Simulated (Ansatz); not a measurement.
Rb8Cl8 (started as a model of: 2x2x4 RbCl rock-salt block). The state is a singlet with charge 0. Geometry r2SCAN-D4/def2-SVP.

```csv
atom,x (Å),y (Å),z (Å)
Rb1,2.9330,-0.8752,-4.2871
Cl2,2.3832,-0.9013,-1.1690
Rb3,1.7693,-0.9027,1.9835
Cl4,1.0644,-0.8622,5.0890
Cl5,0.0817,-2.0444,-4.8569
Rb6,-0.5755,-2.1253,-1.7416
Cl7,-1.1972,-2.1068,1.4093
Rb8,-1.7865,-2.0324,4.5194
Cl9,1.7867,2.0320,-4.5226
Rb10,1.2002,2.1203,-1.3935
Cl11,0.5669,2.1109,1.7550
Rb12,-0.0807,2.0456,4.8536
Rb13,-1.0660,0.8629,-5.0860
Cl14,-1.7527,0.8963,-1.9952
Rb15,-2.3938,0.9068,1.1517
Cl16,-2.9329,0.8753,4.2904
```

In the def2 sets Rb takes a core potential; there is no spin–orbit coupling.

(1) Estimate the orbital energies around the gap (eV) in Ansatz with PBE-D4/def2-SVP, r2SCAN-D4/def2-SVP, PBE0-D4/def2-SVP.

Answers

(1) 
```
orbital  PBE-D4/def2-SVP  r2SCAN-D4/def2-SVP  PBE0-D4/def2-SVP
 HOMO−9            -5.67               -5.93             -6.97
 HOMO−8            -5.67               -5.93             -6.97
 HOMO−7            -5.58               -5.85             -6.88
 HOMO−6            -5.57               -5.84             -6.88
 HOMO−5            -5.56               -5.83             -6.87
 HOMO−4            -5.54               -5.80             -6.84
 HOMO−3            -5.54               -5.80             -6.84
 HOMO−2            -5.49               -5.77             -6.80
 HOMO−1            -5.44               -5.71             -6.75
   HOMO            -5.44               -5.71             -6.75
   LUMO            -1.16               -0.59             -0.65
 LUMO+1            -0.96               -0.39             -0.49
 LUMO+2            -0.70               -0.21             -0.29
 LUMO+3            -0.70               -0.21             -0.29
 LUMO+4            -0.46                0.01             -0.04
 LUMO+5            -0.32                0.11              0.06
```
